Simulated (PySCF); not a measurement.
Can point charges reproduce the dipole moment of `C(N([Si@@H](C=C)O)C)C=C`?

Coordinates (GFN2-xTB, Å) and charges (e) from the PBE0/pcSseg-1 density (PySCF):

```
atom       x       y       z  Mulliken      IAO  Hirshfeld  ESP-fitted
  C1  -3.564  -0.256   0.649   -0.1370  -0.3240    -0.1042     -0.4690
  C2  -2.293  -0.603   0.708   -0.2441  -0.1361    -0.0396     -0.0606
  C3  -1.388  -0.728  -0.482   +0.0325  -0.1514    -0.0265     -0.0908
  N4  -0.145  -0.013  -0.275   -0.8035  -0.5285    -0.1780     -0.3333
  C5  -0.327   1.419  -0.273   -0.0573  -0.3006    -0.0777     -0.2807
 Si6   1.377  -0.739  -0.635   +1.1073  +1.2272    +0.4293     +0.7255
  O7   1.309  -2.319  -0.238   -0.5582  -0.7862    -0.3030     -0.6938
  C8   2.649   0.216   0.377   -0.5191  -0.4523    -0.1392     -0.3485
  C9   3.435   1.165  -0.103   -0.1574  -0.2765    -0.0806     -0.2749
 H10  -4.047  -0.038  -0.290   +0.1085  +0.1434    +0.0433     +0.1884
 H11  -4.181  -0.184   1.529   +0.1157  +0.1513    +0.0456     +0.1837
 H12  -1.819  -0.810   1.659   +0.0935  +0.1426    +0.0409     +0.1195
 H13  -1.903  -0.360  -1.381   +0.1042  +0.1171    +0.0349     +0.1078
 H14  -1.146  -1.782  -0.639   +0.1323  +0.1516    +0.0414     +0.1098
 H15  -1.052   1.704   0.494   +0.1177  +0.1386    +0.0318     +0.1255
 H16   0.623   1.903  -0.063   +0.1239  +0.1470    +0.0347     +0.1171
 H17  -0.698   1.777  -1.241   +0.0925  +0.1161    +0.0302     +0.1087
 H18   1.743  -0.862  -2.046   -0.1446  -0.1786    -0.0921     -0.1153
 H19   1.117  -2.588   0.656   +0.2368  +0.3599    +0.1745     +0.4274
 H20   2.747  -0.035   1.428   +0.1234  +0.1493    +0.0413     +0.1613
 H21   4.158   1.691   0.504   +0.1188  +0.1476    +0.0476     +0.1500
 H22   3.393   1.460  -1.139   +0.1143  +0.1423    +0.0455     +0.1422
```

What dipole does each set of charges give (1 e·Å = 4.803 D), and what does the density give?

The full density gives (-0.40, 1.00, 1.26) D, 1.66 D in size; dipole vectors point from the negative to the positive end.

```json
{"scheme": "Mulliken", "μx": "-1.46", "μy": "1.77", "μz": "-1.08", "size (D)": "2.54", "share of the full size (%)": "153", "angle to the full dipole (°)": "76"}
{"scheme": "IAO", "μx": "-0.20", "μy": "1.38", "μz": "0.34", "size (D)": "1.44", "share of the full size (%)": "86", "angle to the full dipole (°)": "37"}
{"scheme": "Hirshfeld", "μx": "0.06", "μy": "0.20", "μz": "0.50", "size (D)": "0.54", "share of the full size (%)": "32", "angle to the full dipole (°)": "26"}
{"scheme": "ESP-fitted", "μx": "-0.42", "μy": "1.02", "μz": "1.21", "size (D)": "1.64", "share of the full size (%)": "99", "angle to the full dipole (°)": "2"}
```

Which set comes closest?

Length of the difference vector: ESP-fitted 0.05 D, IAO 1.02 D, Hirshfeld 1.20 D, Mulliken 2.68 D. Closest: ESP-fitted. The schemes that divide the density aren't constrained to reproduce the dipole.

What is left for the Hirshfeld atoms' own dipoles?

The Hirshfeld atoms' densities add up to the full density, so μ = Σ q r + Σ (atomic dipoles). The atomic dipoles sum to (-0.40, 1.00, 1.26) − (0.06, 0.20, 0.50) = (-0.46, 0.80, 0.76) D, 1.20 D in size.

With the origin at the mean of the coordinates, (0.000, 0.001, -0.036) Å, which are the largest single terms, by size, of the Mulliken dipole along the direction of the full one?

Si6 -6.57, O7 +5.02, H18 +1.72, H19 -1.49, H11 +1.16 D; all 22 atoms together +0.61 D. The single terms depend on the origin, their sum doesn't.

Give the size of the full dipole in other units.

1.66 D = 0.654 au = 0.346 e·Å = 5.54 × 10⁻³⁰ C·m.

One conformer (not necessarily the lowest) at the GFN2-xTB geometry, without solvent, vibrations or thermal averaging.
